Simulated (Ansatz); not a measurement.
`BC(F)([SiH3])[SiH3]` + H₂ → `BC(F)[SiH3]` + SiH₄  (hydrogenolysis of a C–Si bond)

Program: Ansatz. Geometries: PBE0-D4/def2-TZVP. ΔE: electronic, gas phase. CCSD(T)/CBS is the MP2 limit (def2-TZVPP, def2-QZVPP) plus CCSD(T) − MP2 in def2-TZVPP, frozen cores. This one scheme is used for every species. DFT in def2-TZVPP.

```tsv
level	ΔE (kJ/mol)
PBE0	-23.3
HF/def2-TZVPP	-46.0
```

(1) What does CCSD(T)/CBS give? (Estimate.)

Largest T1 diagnostic among the species: 0.014.

Answers

(1) The calculation gave: -11.6 kJ/mol. The listed levels differ from it by -11.7, -34.4 kJ/mol.

The D4 term adds +16.0 kJ/mol with B3LYP and +8.7 kJ/mol with PBE0; it sums over pairs of atoms, weighted by their polarisabilities, and B3LYP, whose exchange is more repulsive, gets the larger term. In def2-TZVPP, CCSD(T) changes the Hartree–Fock value by +30.4 kJ/mol (the triples alone add +6.2 kJ/mol) and MP2 by +36.9 kJ/mol.

B3LYP here is the variant with VWN-RPA as its local correlation; programs differ in this.
